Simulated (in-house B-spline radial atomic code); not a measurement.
Spin-orbit splittings of orbital energies (j = l + 1/2 less j = l - 1/2) and ratios of mean radii (lower j over upper j) along the 52-electron series, configuration [Kr] 4d10 5s2 5p4. Computed with a B-spline radial code for spherical atoms: Dirac-Hartree-Fock, average of the configuration, finite nuclei.

```tsv
ion	Z	splitting of 3d (eV)	radius ratio of 3d	splitting of 5p (eV)	radius ratio of 5p	splitting of 4p (eV)	radius ratio of 4p
Te	52	10.884	0.98808	0.87551	0.95656	10.116	0.96811
I+	53	12.014	0.98764	1.2136	0.96276	11.384	0.96739
Xe2+	54	13.231	0.9872	1.6035	0.96541	12.777	0.96665
Cs3+	55	14.541	0.98674	2.0451	0.96675	14.301	0.96588
Ba4+	56	15.946	0.98628	2.5409	0.96742	15.965	0.96509
La5+	57	17.454	0.9858	3.0938	0.96771	17.778	0.96427
Ce6+	58	19.067	0.98531	3.7076	0.96775	19.746	0.96341
```

Task: With what power of Z does the column «splitting of 3d (eV)» change over this range?

Result: A fit of the logarithm of its size against log Z from Z = 52 to 58 has slope 5.13. An unscreened hydrogenic electron would give 4 at low Z; screening makes the apparent power larger near the neutral end, and relativity raises it again at high Z.
